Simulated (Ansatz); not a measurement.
Ansatz (a quantum-chemistry and plane-wave program) input (X2C-CCSD(T)/cc-pVTZ-DK):

Ansatz 0.2 input:
```yaml
crystal:
  periodic: [false, false, false]
  atoms:
    - {symbol: F, position_ang: [1.86634897, 0.73467285, 0.09414465]}
    - {symbol: C, position_ang: [1.06687628, -0.28632079, -0.56969637]}
    - {symbol: C, position_ang: [-0.28987229, -0.14691123, -0.08185120]}
    - {symbol: F, position_ang: [-0.54503482, -0.17261334, 1.33522460]}
    - {symbol: F, position_ang: [-1.08498213, -1.16310657, -0.54379500]}
    - {symbol: F, position_ang: [-0.91560871, 1.02836842, -0.42840379]}
    - {symbol: H, position_ang: [1.45146609, -1.24650024, -0.20524886]}
basis:
  gaussian:
    orbitals: cc-pVTZ-DK
total_charge: -1
magnetization: {spin_polarized: false}
correlation: {method: ccsd_t, electrons: outside_noble_gas}
```

End of the output:

```
second order -36.35237004 eV of doubles, -0.00000000 eV of singles
coupled cluster: 5.56 GiB planned
cycle   1  -35.65111665 eV  change    7.0e-1 eV  update   1.2e-1
cycle   2  -36.39135876 eV  change   -7.4e-1 eV  update   3.5e-2
cycle   3  -36.55737193 eV  change   -1.7e-1 eV  update   1.7e-2
cycle   4  -36.53048250 eV  change    2.7e-2 eV  update   4.0e-3
cycle   5  -36.52729502 eV  change    3.2e-3 eV  update   2.1e-3
cycle   6  -36.52965851 eV  change   -2.4e-3 eV  update   7.6e-4
cycle   7  -36.52916128 eV  change    5.0e-4 eV  update   3.3e-4
cycle   8  -36.52886800 eV  change    2.9e-4 eV  update   1.0e-4
cycle   9  -36.52894414 eV  change   -7.6e-5 eV  update   5.3e-5
cycle  10  -36.52896749 eV  change   -2.3e-5 eV  update   2.1e-5
perturbative correction -1.24918040 eV, -0.0459065329 hartree
Total energy: -12951.56773572 eV, -475.9613353996 hartree
Relativity: scalar
```

It need not be the lowest isomer of its formula. Whether it binds its extra electron was not tested at this geometry.
